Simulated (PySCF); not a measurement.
## Dipole response of Sb²⁺ (antimony, charge +2)

[Kr] 4d10 5s1 5p2, high-spin 4P determinant (an excited configuration). Calculation: PySCF 2.14, in x2c-TZVPPall with one added diffuse shell each of s, p, d, f type (9s7p5d3f, 76 functions); scalar relativity by spin-free X2C-1e. Coupled (time-dependent) response in atomic units; α is the mean over directions.

```csv
method,mean α (bohr³),"α xx, yy, zz",C₆ (like pair),S(−4)
TPSS,15.23,"15.40, 15.14, 15.14",95.48,67.06
```

S(−4) is the Cauchy moment in α(ω) = α(0) + S(−4) ω² + …

Spin-orbit coupling is absent.

α(iu) at TPSS:

```csv
u (hartree),α(iu) (bohr³)
0,15.23
0.0500,15.06
0.100,14.59
0.200,13.00
0.300,11.08
0.500,7.784
0.750,5.259
1.00,3.852
1.50,2.449
2.00,1.766
3.00,1.085
5.00,0.5371
```

A single London oscillator, α(iu) = α/(1 + u²/ω²), gives C₆ = (3/4) ω α². Matching the computed C₆ needs ω = 4 × 95.48 / (3 × 15.23²) = 0.549 hartree.

For an ion, C₆ is the dispersion term alone; charge-induced terms of lower order in 1/R come first.

The components differ because the open shell of this determinant is not spherical; for a pure term their mean is the scalar polarisability.
